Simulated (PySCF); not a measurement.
Ionisation energy of Cr¹⁹⁺ by level of theory

Cr¹⁹⁺ [He] 2s2 2p1 [2p1/2^1, M_J = 1/2] → Cr²⁰⁺ [He] 2s2, as a difference of total energies. All numbers are calculated (PySCF 2.14, the two-component X2C-1e Hamiltonian, in an even-tempered Gaussian basis (17 s from 4.6 bohr⁻², ratio 2.4; 11 p from 6 bohr⁻², ratio 2.4; 5 d from 21 bohr⁻², ratio 2.6; 4 f from 31 bohr⁻², ratio 2.6)). Correlated levels: nothing frozen; the 34 highest virtual spinors dropped. "Screened" scales the spin-orbit matrix elements by Boettger's factors to mimic the two-electron term; Breit and QED terms are absent.

```tsv
method	ionisation energy (eV)
GHF (spin-free)	1490.4
GMP2 (spin-free)	1490.0
GHF (screened spin-orbit)	1497.6
GMP2 (screened spin-orbit)	1497.1
```

For comparison: 1495.1 ± 0.7 eV (semi-empirical (NIST evaluation); NIST Atomic Spectra Database, ionization energies).
